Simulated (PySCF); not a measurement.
**input.py for K2⁻**

File input.py (PySCF 2.14):

```python
from pyscf import gto, dft

mol = gto.M(
    atom='K 0 0 0; K 0 0 4.588',
    basis='pcseg-1',
    charge=-1,
    spin=1,
    symmetry=True,
    verbose=4,
)
mf = dft.UKS(mol, xc='pbe0')
mf.kernel()
mf.dip_moment()
print('orbital energies (hartree):', [e[max(0, n-3):n+3].round(4) for e, n in zip(mf.mo_energy, mol.nelec)])
```

```bash
$ OMP_NUM_THREADS=1 python input.py
```

Output (some set-up lines and the per-cycle HOMO/LUMO lines with their warnings removed):

```
PySCF version 2.14.0

[INPUT] verbose = 4
[INPUT] num. atoms = 2
[INPUT] num. electrons = 39
[INPUT] charge = -1
[INPUT] spin (= nelec alpha-beta = 2S) = 1
[INPUT] symmetry True subgroup None
[INPUT] Mole.unit = angstrom
[INPUT] Symbol           X                Y                Z      unit          X                Y                Z       unit  Magmom
[INPUT]  1 K      0.000000000000   0.000000000000   0.000000000000 AA    0.000000000000   0.000000000000   0.000000000000 Bohr   0.0
[INPUT]  2 K      0.000000000000   0.000000000000   4.588000000000 AA    0.000000000000   0.000000000000   8.670063459505 Bohr   0.0

nuclear repulsion = 41.6375268400436
point group symmetry = Dooh
symmetry origin: [0.         0.         4.33503173]
symmetry axis x: [1. 0. 0.]
symmetry axis y: [0. 1. 0.]
symmetry axis z: [0. 0. 1.]
num. orbitals of irrep A1g = 10
num. orbitals of irrep E1gx = 5
num. orbitals of irrep E1gy = 5
num. orbitals of irrep A1u = 10
num. orbitals of irrep E1uy = 5
num. orbitals of irrep E1ux = 5
num. orbitals of irrep E2gx = 2
num. orbitals of irrep E2gy = 2
num. orbitals of irrep E2uy = 2
num. orbitals of irrep E2ux = 2
number of shells = 6
number of NR pGTOs = 128
number of NR cGTOs = 48
basis = pcseg-1
ecp = {}

******** <class 'pyscf.dft.uks_symm.SymAdaptedUKS'> ********
method = SymAdaptedUKS
initial guess = minao
damping factor = 0
level_shift factor = 0
DIIS = <class 'pyscf.scf.diis.CDIIS'>
diis_start_cycle = 1
diis_space = 8
diis_damp = 0
SCF conv_tol = 1e-09
SCF conv_tol_grad = None
SCF max_cycles = 50
direct_scf = True
direct_scf_tol = 1e-13
number electrons alpha = 20  beta = 19
XC library pyscf.dft.libxc version 7.0.0
    S. Lehtola, C. Steigemann, M. J.T. Oliveira, and M. A.L. Marques.,  SoftwareX 7, 1–5 (2018)
XC functionals = pbe0
    C. Adamo and V. Barone.,  J. Chem. Phys. 110, 6158 (1999)
    M. Ernzerhof and G. E. Scuseria.,  J. Chem. Phys. 110, 5029 (1999)
radial grids:
    Treutler-Ahlrichs [JCP 102, 346 (1995); DOI:10.1063/1.469408] (M4) radial grids

becke partition: Becke, JCP 88, 2547 (1988); DOI:10.1063/1.454033
pruning grids: <function nwchem_prune>
grids dens level: 3
symmetrized grids: True
atomic radii adjust function: <function treutler_atomic_radii_adjust>
small_rho_cutoff = 0
Freeze 0 electrons in irreps []
    39 free electrons in irreps A1g E1gx E1gy A1u E1uy E1ux E2gx E2gy E2uy E2ux
Set gradient conv threshold to 3.16228e-05
tot grids = 40080
init E= -1199.24743575708

cycle= 1 E= -1199.36423150965  delta_E= -0.117  |g|= 0.0567  |ddm|= 1.06
cycle= 2 E= -1199.37353725463  delta_E= -0.00931  |g|= 0.0695  |ddm|= 1.36
cycle= 3 E= -1199.37787032152  delta_E= -0.00433  |g|= 0.00947  |ddm|= 0.147
cycle= 4 E= -1199.3782009562  delta_E= -0.000331  |g|= 0.00238  |ddm|= 0.0581
cycle= 5 E= -1199.37828542549  delta_E= -8.45e-05  |g|= 0.00116  |ddm|= 0.0533
cycle= 6 E= -1199.3783080284  delta_E= -2.26e-05  |g|= 0.000296  |ddm|= 0.0281
cycle= 7 E= -1199.37830906336  delta_E= -1.03e-06  |g|= 3.46e-05  |ddm|= 0.00848
cycle= 8 E= -1199.3783090761  delta_E= -1.27e-08  |g|= 8.51e-06  |ddm|= 0.00125
cycle= 9 E= -1199.37830907651  delta_E= -4.07e-10  |g|= 1.07e-06  |ddm|= 0.000308
Extra cycle  E= -1199.37830907652  delta_E= -4.77e-12  |g|= 8.54e-07  |ddm|= 1.23e-05
converged SCF energy = -1199.37830907652  <S^2> = 0.79474485  2S+1 = 2.0442552

WARN: System has nonzero charge -1; the dipole moment is origin-dependent.
Location of origin: [0. 0. 0.]

Dipole moment(X, Y, Z, Debye):  0.00000,  0.00000, -11.01855
orbital energies (hartree): [array([-0.6448, -0.0119,  0.0082,  0.0908,  0.0981,  0.0981]), array([-0.6448, -0.6439, -0.0063,  0.048 ,  0.0913,  0.1022])]
```

In short: E(SCF) = -1199.378309 Eh, 9 cycles, ⟨S²⟩ = 0.795.

Hardware: Arm Neoverse V1, 1 thread, shared host. Wall time 3.3 s.

The basis has no diffuse functions, which an anion needs. The bond length is a typed value, not an optimised one. The dipole of an ion depends on the origin. No search for the lowest solution was made.
